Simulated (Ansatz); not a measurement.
Reaction (ligand exchange at the Si–N bond): `N[SiH](N)N[SiH3]` + NH₃ → `N[SiH](N)N` + `N[SiH3]`

Program: Ansatz. Geometries: PBE0-D4/def2-TZVP. ΔE: electronic, gas phase. CCSD(T)/CBS adds triple-zeta CCSD(T) − MP2 to the extrapolated MP2 energy (def2 sets, frozen cores). This one scheme is used for every species. Each species was taken in one conformer, which may not be the lowest.

| species | CCSD(T)/CBS(def2) energy (Eh) |
| --- | --- |
| `N[SiH](N)N[SiH3]` | -747.80831 |
| NH₃ | -56.50880 |
| `N[SiH](N)N` | -457.50726 |
| `N[SiH3]` | -346.80422 |

Problem. Work out ΔE.

Solution. ΔE = (-457.50726) + (-346.80422) − (-747.80831) − (-56.50880) = 0.00563 Eh = +14.8 kJ/mol.

Largest T1 diagnostic among the species: 0.010.

In def2-TZVPP, CCSD(T) changes the Hartree–Fock value by +9.3 kJ/mol (the triples alone add +1.7 kJ/mol) and MP2 by +9.3 kJ/mol. The D4 term adds +8.9 kJ/mol with B3LYP and +5.2 kJ/mol with PBE0; it sums over pairs of atoms, weighted by their polarisabilities, and B3LYP, whose exchange is more repulsive, gets the larger term.

B3LYP here is the variant with VWN-RPA as its local correlation; programs differ in this.
